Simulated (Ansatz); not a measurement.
Relaxation of BF2H4N (8 atoms, charge 0, multiplicity 1), to a largest force component of 0.03 eV/Å in at most 50 steps.

Method: RKS B3LYP/cc-pVDZ in Ansatz 0.2.0.

```xyz
8
Properties=species:S:1:pos:R:3
B 0.022 0.230 0.012
H -0.207 0.496 1.152
F 1.270 0.224 -0.456
F -0.966 0.022 -0.856
N 0.031 -2.251 1.197
H -0.633 -2.372 0.429
H 0.961 -2.194 0.778
H -0.163 -1.318 1.610
```

Where does it end, and by what steps?

The forces met the threshold. After 7 steps the energy has fallen by 0.098 eV; H8 moved furthest, 0.44 Å.

```json
{"step": "0", "energy less start (eV)": "0.0000", "largest force component (eV/Å)": "0.907", "accepted": "yes"}
{"step": "1", "energy less start (eV)": "-0.0685", "largest force component (eV/Å)": "0.472", "accepted": "yes"}
{"step": "2", "energy less start (eV)": "-0.0040", "largest force component (eV/Å)": "1.510", "accepted": "no"}
{"step": "3", "energy less start (eV)": "-0.0732", "largest force component (eV/Å)": "0.429", "accepted": "yes"}
{"step": "4", "energy less start (eV)": "-0.0900", "largest force component (eV/Å)": "0.366", "accepted": "yes"}
{"step": "5", "energy less start (eV)": "-0.0891", "largest force component (eV/Å)": "0.461", "accepted": "no"}
{"step": "6", "energy less start (eV)": "-0.0963", "largest force component (eV/Å)": "0.205", "accepted": "yes"}
{"step": "7", "energy less start (eV)": "-0.0982", "largest force component (eV/Å)": "0.029", "accepted": "yes"}
```

```xyz
8
Properties=species:S:1:pos:R:3
B 0.022 0.309 -0.021
H -0.225 0.820 1.034
F 1.279 0.168 -0.439
F -0.951 -0.041 -0.861
N 0.053 -2.368 1.145
H -0.650 -2.271 0.412
H 0.951 -2.108 0.736
H -0.163 -1.674 1.861
```

Whether the end is a true minimum wasn't checked by a vibrational analysis.

Run time: 10 s on 2 threads of Arm Neoverse V2 (shared host), peak memory 0.14 GiB.
